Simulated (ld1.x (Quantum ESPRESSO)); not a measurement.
Values are calculated unless marked as measured or tabulated.
# Potentials for silver (Ag) compared

Generated with ld1.x 7.5 (TM, RRKJ, ultrasoft, PAW), atompaw 4.2 or ONCVPSP 4.0.1. The cutoff is in Ry: for ld1.x and atompaw files where the sum of valence levels is converged to 10 mRy in a Bessel basis, for ONCV files where the hardest occupied wave has 1 mHa per electron of residual kinetic energy. The error is the largest all-electron minus pseudo excitation energy over each file’s own four to seven test configurations (ionisations up to +4, promotions, holes and added fractions of an electron), all of which were solved. The labels leave out finer settings (local radius, basis sizes, second energies), which also bear on the numbers. Spin-polarised tests are not counted. The rows are a selection from randomly drawn settings: files with unsolved tests, undetermined cutoffs or missed reference levels are left out.

```csv
potential,cutoff (Ry),largest error (meV),bound ghosts
"TM, PBEsol, scalar-relativistic, rc 2.45/2.80/1.60/2.15 (spdf), local s, core correction yes, reference 4d9 5s2 5p0",70,-1018,none
"RRKJ, PBE, fully relativistic, rc 2.50/3.10/1.50 (spd), local s, core correction no, reference 4d10 5s0.75 5p0",60,-152,none
```

(1) Fill in the row for Ag: TM, PBE, scalar-relativistic, rc 1.50/1.40/1.55 (spd), local d, core correction no, reference 4s2 4p6 4d9 5s0 5p0.

(2) Fill in the row for Ag: TM, PBE, scalar-relativistic, rc 2.30/2.60/1.60 (spd), local s, core correction yes, reference 4d10 5s1 5p0.

(3) Fill in the row for Ag: PAW, PBE, scalar-relativistic, rc 1.45/1.60/1.85 (spd), local smoothed, core correction yes, reference 4s2 4p6 4d9 5s2 5p0.

## Answers

(1) cutoff 80 Ry, largest error +1137 meV, bound ghosts: none.

(2) cutoff 70 Ry, largest error -725 meV, bound ghosts: none.

(3) cutoff 45 Ry, largest error -50 meV, bound ghosts: none.
